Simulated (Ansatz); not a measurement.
A set of 12 reactions (atomization), with CCSD(T)/CBS values in kJ/mol:

```
                                                        reaction       ΔE
            `B[C@@H](F)[C@H](O)F` → B• + 2 C• + 2 F• + 5 H• + O•   4190.2
                `FC[SiH](F)CCl` → 2 C• + Cl• + 2 F• + 5 H• + Si•   4051.9
                      `[BH2][GaH][SiH3]` → B• + Ga• + 6 H• + Si•   2434.2
            `N=[C]1[O][Al]1[Cl]` → Al• + C• + Cl• + H• + N• + O•   2308.5
                      `CC(O)(F)C=N` → 3 C• + F• + 6 H• + N• + O•   4821.3
                   `O[Si](F)O[SiH3]`• → F• + 4 H• + 2 O• + 2 Si•   3381.9
         `[CH3][Ge]([CH3])([CH3])[Cl]` → 3 C• + Cl• + Ge• + 9 H•   5107.5
`CC[B@H-]1[O+](C)[B@@H-](CC)[O+]1C` → 2 B• + 6 C• + 18 H• + 2 O•  11060.7
                                   `FCBr` → Br• + C• + F• + 2 H•   1635.7
             `N=[C](O)[AlH][F]` → Al• + C• + F• + 3 H• + N• + O•   3042.0
                             `C[O][GaH]`• → C• + Ga• + 4 H• + O•   2216.3
                              `FC1=CCN1` → 3 C• + F• + 4 H• + N•   3679.7
```

Program: Ansatz. Geometries: PBE0-D4/def2-TZVP. ΔE: electronic, gas phase. CBS: MP2 limit from def2 TZ/QZ plus the TZ coupled-cluster correction, frozen cores. This one scheme is used for every species, atoms too. Functionals use def2-TZVPP. B3LYP here is the variant with VWN-RPA as its local correlation; programs differ in this. Open shells (•) are unrestricted, without spin–orbit coupling. Spin–orbit coupling would lower the free atoms: a little for Al, B, C, Cl, F, O, Si; clearly for Br, Ga, Ge. For Br, Ga, Ge outer-core shells are correlated without core-valence functions, so the limit isn't a true one: a few kJ/mol of doubt a bond, and 10 to 20 or more in all where bonds break to atoms. Scalar relativity is left out up to krypton. Each species was taken in one conformer, which may not be the lowest.

Q: Give the mean, mean absolute and largest difference (level minus CCSD(T)/CBS, kJ/mol) for: r2SCAN-D4, PBE0-D4, B3LYP-D4, ωB97X-V, B2PLYP, r2SCAN, B3LYP, HF/def2-TZVPP, MP2/def2-TZVPP, CCSD/def2-TZVPP, CCSD(T)/def2-TZVPP, HF/def2-QZVPP, MP2/def2-QZVPP, SCS-MP2/def2-QZVPP. (Best estimate.)

A: Computed: 
```tsv
level	mean	mean absolute	largest
r2SCAN-D4	16.4	17.6	50.9
PBE0-D4	6.4	28.2	-77.8
B3LYP-D4	-6.2	13.7	-38.1
ωB97X-V	11.0	13.7	26.7
B2PLYP	-42.5	42.5	-95.6
r2SCAN	10.9	13.9	30.8
B3LYP	-40.2	40.2	-82.5
HF/def2-TZVPP	-1109.4	1109.4	-2706.1
MP2/def2-TZVPP	-19.8	26.2	-84.3
CCSD/def2-TZVPP	-164.3	164.3	-356.5
CCSD(T)/def2-TZVPP	-101.5	101.5	-222.3
HF/def2-QZVPP	-1103.8	1103.8	-2698.3
MP2/def2-QZVPP	40.4	47.9	83.9
SCS-MP2/def2-QZVPP	16.2	19.7	37.7
```

The largest T1 diagnostic in the set is 0.018, for Al• (customary mark 0.045).

CCSD(T)/CBS is a level of theory with its own doubt, and the functionals carry their triple-zeta basis error, so these figures describe this set and don't rank the functionals.
